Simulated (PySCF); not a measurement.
# Deuteron quadrupole couplings in `CC(C)C1=C[SiH2]C(F)=C1`

Compound: C7H11FSi.
Cartesian coordinates in Å at the PBE0-D3(BJ)/def2-SVP level; atoms count from 1:
```xyz
20
C7H11FSi angstrom
C     -2.1908    0.9498   -1.3407
C     -1.3846   -0.3186   -1.6210
C     -2.0240   -1.5444   -0.9683
C      0.0550   -0.1597   -1.1977
C      1.1113   -0.2347   -2.0455
Si     2.6721    0.0298   -1.0678
C      1.6669    0.2335    0.5249
F      2.1247    0.4698    1.7507
C      0.3620    0.0976    0.2335
H     -3.2241    0.8391   -1.7042
H     -2.2428    1.1657   -0.2616
H     -1.7451    1.8247   -1.8368
H     -1.3745   -0.4810   -2.7118
H     -2.0596   -1.4458    0.1284
H     -1.4623   -2.4601   -1.2045
H     -3.0587   -1.6745   -1.3224
H      0.9723   -0.4180   -3.1133
H      3.6065   -1.1342   -1.0105
H      3.4513    1.2563   -1.4134
H     -0.4234    0.1709    0.9914
```

Level: PBE0/pcSseg-1 (PySCF, non-relativistic); Q(2H) = 0.00286 b; rigid geometry, the same for H and D, with no vibrational averaging.

Question: Rank these positions by the coupling χzz of a deuteron there, largest first.
A. H20 (vinylic hydrogen)
B. H13 (methine hydrogen)
C. H12 (methyl hydrogen)
D. H19 (Si–H hydrogen)
E. H17 (vinylic hydrogen)

Answer: E (211 kHz), A (205 kHz), C (196 kHz), B (188 kHz), D (95 kHz).

What are Vzz, η and χzz (234.96 MHz × Q × Vzz) at all hydrogens?

| atom | bonded to | bond length (Å) | Vzz (au) | η | χzz (kHz) |
| --- | --- | --- | --- | --- | --- |
| H10 | C1 | 1.101 | 0.2920 | 0.02 | 196 |
| H11 | C1 | 1.102 | 0.2903 | 0.03 | 195 |
| H12 | C1 | 1.100 | 0.2921 | 0.02 | 196 |
| H13 | C2 | 1.103 | 0.2803 | 0.02 | 188 |
| H14 | C3 | 1.102 | 0.2903 | 0.03 | 195 |
| H15 | C3 | 1.100 | 0.2922 | 0.02 | 196 |
| H16 | C3 | 1.101 | 0.2913 | 0.02 | 196 |
| H17 | C5 | 1.092 | 0.3134 | 0.06 | 211 |
| H18 | Si6 | 1.494 | 0.1408 | 0.02 | 95 |
| H19 | Si6 | 1.494 | 0.1408 | 0.02 | 95 |
| H20 | C9 | 1.094 | 0.3046 | 0.07 | 205 |

Average by the element that carries the hydrogen.

on C: 198 kHz over 9 positions, mean bond length 1.099 Å; on Si: 95 kHz over 2 positions, mean bond length 1.494 Å.

How does χzz go with the bond length over the 9 C–H bonds?

A straight-line fit has a slope of -16.6 kHz for each 0.01 Å, with a correlation coefficient of -0.96, over lengths from 1.092 to 1.103 Å. The longer bonds have the smaller couplings here.

Give the 2H NMR doublet splittings at H12 for a magnetic field along the z, y and x axes of the gradient: 3χ/2, 3χ(1 + η)/4, 3χ(1 − η)/4.

With |χ| = 196.3 kHz and η = 0.021: 294, 150 and 144 kHz, to first order and without motion.

The structure is a single PBE0-D3(BJ)/def2-SVP conformer in the gas phase; no vibrational or solvent corrections. A larger basis could move these couplings by a tenth or more.
